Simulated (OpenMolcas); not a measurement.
## O3+: effect of the active space

```
Program             : OpenMolcas
Method              : MS-CASPT2 or its RAS form, IPEA 0.25 Eh, imaginary shift 0.1 Eh
Basis               : ANO-RCC-VTZP
Scalar Hamiltonian  : DKH2, point nucleus
Spin-orbit coupling : RASSI with atomic mean-field integrals over the reference wave functions, term energies averaged over their components
```

A. 3 electrons in 4 orbitals (2s 2p); 2S+1 = 4 odd, 1 root; 2S+1 = 2 odd, 11 roots; 2S+1 = 4 even, 3 roots; 2S+1 = 2 even, 9 roots; closed shells correlated: 1s; CASPT2 step roughly 1.8 core-seconds
B. 3 electrons in 8 orbitals (2s 2p 3s 3p); 2S+1 = 4 odd, 1 root; 2S+1 = 2 odd, 11 roots; 2S+1 = 4 even, 3 roots; 2S+1 = 2 even, 9 roots; closed shells correlated: 1s; CASPT2 step of the order of 5 core-seconds
C. 3 electrons in 9 orbitals (RAS2 2s 2p; RAS3 3d, at most 2 electrons); 2S+1 = 4 odd, 1 root; 2S+1 = 2 odd, 11 roots; 2S+1 = 4 even, 3 roots; 2S+1 = 2 even, 9 roots; closed shells correlated: 1s; CASPT2 step about 10 core-seconds

Energies in eV above 2s2 2p 2P* 1/2, the measured ground level; measured values from Moore, Selected Tables of Atomic Spectra, NSRDS-NBS 3, section 10.

```tsv
Level	A	B	C	Measured
2s2 2p 2P* 1/2	0.0000	0.0000	0.0000	0.0000
2s2 2p 2P* 3/2	0.0447	0.0468	0.0445	0.0478
2s 2p2 4P 1/2	8.684	8.717	8.782	8.8574
2s 2p2 4P 3/2	8.701	8.733	8.798	8.8736
2s 2p2 4P 5/2	8.727	8.760	8.825	8.8965
2s 2p2 2D 3/2	15.828	15.826	15.865	15.7398
2s 2p2 2D 5/2	15.828	15.827	15.865	15.7381
2s 2p2 2S 1/2	20.559	20.571	20.648	20.3788
2s 2p2 2P 1/2	22.697	22.643	22.597	22.3768
2s 2p2 2P 3/2	22.728	22.675	22.627	22.4069
2p3 4S* 3/2	28.647	28.682	28.736	28.7070
2p3 2D* 3/2	31.851	31.885	31.799	31.6389
2p3 2D* 5/2	31.851	31.886	31.800	31.6353
2p3 2P* 1/2	36.174	36.120	36.169	35.8333
2p3 2P* 3/2	36.176	36.124	36.171	35.8343
```

Deviations, from unrounded energies. A percentage is the sum of absolute deviations over the sum of measured energies, with the sign that they share, or ± where signs differ.

```tsv
Against measurement	Levels	A	B	C
mean absolute deviation (cm-1)	14	1500	1400	1300
fine structure of the ground term (%)	1	-6.6	-2.3	-7.0
other configurations (%)	13	±0.9	±0.8	±0.8
```

C lies closest to measurement on these levels and A furthest from it. The largest miss of C in the table is 2p3 2P* 3/2, by +2700 cm-1. The ranking rests on the paired levels alone, and a cruder setting can come out closer through cancelling errors.

The two smallest mean deviations differ by little beside CASPT2's spread within terms, so their order carries little weight.

Among A to C the level of the table that moves most is 2s 2p2 2P 3/2, by 810 cm-1 (lowest in C, highest in A). Moves below CASPT2's spread within the term are not significant.

CASPT2 breaks the degeneracy within a term, and the mean is taken; among the terms shown or strongly mixed into the levels shown the widest spread is 710 cm-1 (2p3 2D*, A). Active for correlation alone: 3p 3s; no level in the range computed is led by a configuration that fills them, so any true level of that kind is missing (holds for B). Active for correlation alone: 3d; no level in the range computed is led by a configuration that fills it, so any true level of that kind is missing (holds for C). Measured partners are found by configuration, term and J. A level has none where our copy of the source lacks it or the pairing is in doubt (some pairs that miss far off the trend of their configuration count as doubtful), and it then counts in no deviation. Only configurations of the active space appear.

* marks odd parity.
